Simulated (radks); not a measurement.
All-electron atom: Au XXXVI in [Kr] 4d8.

Calculated with a radial shooting solver on a logarithmic mesh with Libxc functionals: scalar-relativistic Kohn-Sham, PBE, spin-unpolarised, spherical densities, point nucleus.

Energy parts (hartree):
part                       energy
total                 -18329.8010
kinetic                20598.0574
electron-nucleus      -43203.6983
Hartree                 4580.4163
exchange-correlation    -304.5764

Orbitals (lengths in bohr, moments of r in powers of bohr; <r^-3> diverges for s and p1/2; r(max) is where P^2 peaks):
orbital  occ.  eigenvalue (hartree)   r(max)      <r^2>  <r^-3>  <1/r>
1s          2             -3021.002  0.01041  0.0003930       -  95.83
2s          2             -576.1693  0.06016   0.005994       -  22.46
2p          6             -505.0823  0.04982   0.005049   25480  19.97
3s          2             -175.5353   0.1693    0.03818       -  8.378
3p          6             -154.8768   0.1685    0.03909    5917  7.648
3d         10             -133.0850   0.1372    0.03224   733.5  7.190
4s          2             -73.61579   0.3684     0.1618       -  3.884
4p          6             -66.21768   0.3826     0.1761    1763  3.584
4d          8             -57.75598   0.3793     0.1802   209.6  3.335

The highest occupied level is 4d at -1571.6 eV. The density falls to 0.001 e/bohr^3 at r = 1.09 bohr. For comparison, the ionisation energy in NIST's Atomic Spectra Database is 1584 eV (theoretical). In exact Kohn-Sham theory the highest level is minus the ionisation energy, but local and semilocal functionals leave it too shallow, through self-interaction and a potential that decays too fast; potentials with the right tail come closer.

Beside tabulated values, note that spin-unpolarised runs miss the spin-polarisation part of the exchange energy of open shells.
